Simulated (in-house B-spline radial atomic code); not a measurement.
Te is squeezed into an impenetrable sphere of radius R (the orbitals vanish at R). No spin polarisation. Method: scalar-relativistic (X2C) PBE, spherical fractional occupations, Fermi nucleus of rms radius 4.7423 fm. Calculated with a radial B-spline atomic code at the basis-set limit.

Energies in eV above the free atom in [Kr] 4d10 5s2 5p4:

```csv
R (bohr),highest level (eV),[Kr] 4d10 5s2 5p4,[Kr] 4d10 5s2 5p3 5d1,[Kr] 4d10 5s1 5p4 5f1
7.07,-5.64,0.2247,9.656,33.98
5.83,-4.86,1.147,11.83,40.56
5.33,-4.15,2.245,13.75,44.87
4.1,0.529,12.62,27.88,67.88
3.65,4.72,24.72,42.61,87.68
3.11,14.3,58.14,81.04,134.4
2.59,34.8,144,175,239.6
2.11,81.4,376.3,419,497.3
1.87,130,649.5,699.5,784.8
1.38,382,2393,2455,2537
```

**Question.** Does [Kr] 4d10 5s2 5p3 5d1 fall below [Kr] 4d10 5s2 5p4 under compression?

**Answer.** No, it stays above over the whole range.

**Question.** Does [Kr] 4d10 5s1 5p4 5f1 fall below [Kr] 4d10 5s2 5p4 under compression?

**Answer.** No, it stays above over the whole range.

The highest level is first positive in the row R = 4.1 bohr, pushed up by confinement above the zero of the free ion's potential. Each configuration is held fixed and needn't be the lowest in the sphere.
